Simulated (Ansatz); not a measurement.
`[F][AlH][SbH2]` + H₂ → `[SbH3]` + `[F][AlH2]`  (hydrogenolysis of the Sb–Al bond)

Isolated molecules relaxed with PBE0-D4/def2-TZVP in Ansatz; ΔE leaves out vibrations. CCSD(T)/CBS adds triple-zeta CCSD(T) − MP2 to the extrapolated MP2 energy (def2 sets, frozen cores). This one scheme is used for every species. Functionals use def2-TZVPP. B3LYP here is the variant with VWN-RPA as its local correlation; programs differ in this. def2 core potentials past Kr. For Sb outer-core shells are correlated without core-valence functions, which leaves a few kJ/mol of doubt a bond.

```csv
level,ΔE (kJ/mol)
LDA (SPW92),48.6
B3LYP-D4,40.7
CCSD/def2-TZVPP,35.0
HF/CBS(def2),17.7
```

Q: What does CCSD(T)/CBS give? (An estimate is asked.)

A: Computed: +48.4 kJ/mol. The listed levels differ from it by 0.2, -7.7, -13.4, -30.7 kJ/mol.

Largest T1 diagnostic among the species: 0.014.

At CCSD(T), def2-SVP lies −18.1 kJ/mol from the extrapolated value and def2-TZVPP −8.6 kJ/mol. The D4 term adds +6.5 kJ/mol with B3LYP and +3.6 kJ/mol with PBE0; it sums over pairs of atoms, weighted by their polarisabilities, and B3LYP, whose exchange is more repulsive, gets the larger term.
